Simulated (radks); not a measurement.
The numbers below are computed, except where a source is named.
Q: Valence configurations of Cd2+ (all share [Kr]). Code: a radial shooting solver on a logarithmic mesh with Libxc functionals. Model: scalar-relativistic Kohn-Sham, BLYP, spin-unpolarised, spherical densities, point nucleus. Order these by energy: 4d8.5 5s1 5p0.5; 4d6 5s1 5p3; 4d7 5p3; 4d9.5 5s0.5; 4d9 5p1; 4d8 5p2; 4d8 5s2; 4d9.5 5p0.5; 4d10; 4d9 5s1.

A: From the lowest, in eV above it: 4d10 0.000; 4d9.5 5s0.5 4.704; 4d9.5 5p0.5 8.170; 4d9 5s1 10.049; 4d9 5p1 17.263; 4d8.5 5s1 5p0.5 19.769; 4d8 5s2 22.755; 4d8 5p2 38.316; 4d7 5p3 63.303; 4d6 5s1 5p3 83.254. NIST lists [Kr] 4d10 as the ground configuration; this level of theory agrees among the configurations tried. The energies are those of spherical spin-averaged densities, not of single terms.
